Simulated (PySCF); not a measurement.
Compound: (Cl)3Sn-NH-SiH3.
Bonds: Sn1–Cl2, Sn1–Cl3, Sn1–Cl4, Sn1–N5, N5–Si6. Hydrogens: H7 on N5; H8, H9, H10 on Si6.

Method: PBE0-D3(BJ)/def2-SVP geometry optimisation, gas phase, def2 core potentials past Kr in PySCF 2.14.0; density fitting, grid level 1; the optimiser is geomeTRIC in internal coordinates, started from a GFN2-xTB structure with every atom displaced at random (about 0.03 Å).

Step 5: E = -52803.9753 eV
```
atom  x, y, z in Å  |  force x, y, z in eV/Å
Sn1     1.0078    0.4199   -1.1765    0.028   0.015  -0.097
Cl2     2.6795   -0.7456   -2.2864    0.019  -0.017  -0.026
Cl3    -0.5603    1.1538   -2.7428    0.068  -0.038   0.085
Cl4     1.9763    2.2710   -0.1734   -0.050   0.024  -0.032
N5      0.1759   -0.7713    0.1967   -0.074   0.066   0.027
Si6    -1.0754   -0.2752    1.3171   -0.054   0.001   0.071
H7      0.1890   -1.7492   -0.0830    0.034  -0.051  -0.022
H8     -0.6719    1.0486    1.8727    0.022  -0.004  -0.006
H9     -1.1698   -1.3130    2.3852    0.017   0.023   0.021
H10    -2.4262   -0.1159    0.6947   -0.011  -0.020  -0.021
```

Step 6: E = -52803.9830 eV
```
atom  x, y, z in Å  |  force x, y, z in eV/Å
Sn1     1.0036    0.4276   -1.1746    0.058   0.033  -0.155
Cl2     2.6318   -0.7756   -2.3104    0.021  -0.031  -0.048
Cl3    -0.5396    1.2560   -2.7222    0.125  -0.064   0.132
Cl4     2.0427    2.2104   -0.1199   -0.082   0.050  -0.028
N5      0.1573   -0.7685    0.1789   -0.124   0.110   0.050
Si6    -1.0932   -0.2812    1.3005   -0.027  -0.006   0.106
H7      0.2387   -1.7531   -0.0554    0.025  -0.098  -0.042
H8     -0.7562    1.1001    1.7526    0.030  -0.006   0.004
H9     -1.0915   -1.2509    2.4352    0.004   0.043   0.027
H10    -2.4689   -0.2416    0.7195   -0.029  -0.029  -0.045
```

Question: Estimate the geometry and energy of step 7. (The exact step hangs on the optimiser's Hessian estimate; all steps are aligned on step 6, rigid shifts and turns removed.)

Answer: E = -52803.9905 eV, largest force 0.173 eV/Å
```
atom  x, y, z in Å  |  force x, y, z in eV/Å
Sn1     1.0043    0.4285   -1.1722    0.089   0.018  -0.118
Cl2     2.5886   -0.8004   -2.3458   -0.003  -0.024  -0.044
Cl3    -0.5033    1.3550   -2.6937    0.112  -0.060   0.101
Cl4     2.0809    2.1527   -0.0562   -0.072   0.045  -0.016
N5      0.1324   -0.7752    0.1563   -0.127   0.116   0.022
Si6    -1.1092   -0.2858    1.2847    0.020  -0.011   0.110
H7      0.2791   -1.7614   -0.0330    0.004  -0.095  -0.038
H8     -0.8313    1.1406    1.6245    0.019  -0.005   0.006
H9     -1.0145   -1.1668    2.4860   -0.008   0.049   0.030
H10    -2.5022   -0.3640    0.7538   -0.034  -0.033  -0.053
```

The energy changes by -0.0075 eV. The first-order estimate −F·Δx gives -0.0016 eV and the mean of the old and new forces, exact on a quadratic surface, -0.0021 eV. The step makes an angle of 89° with the force vector and moves no atom by more than 0.154 Å.

The cost below is that of the whole optimisation. The run took 9.6 min wall, 6.6 min CPU on one thread of an Intel Xeon at 2.50 GHz, shared host, and the process peaked at 0.53 GiB of memory.
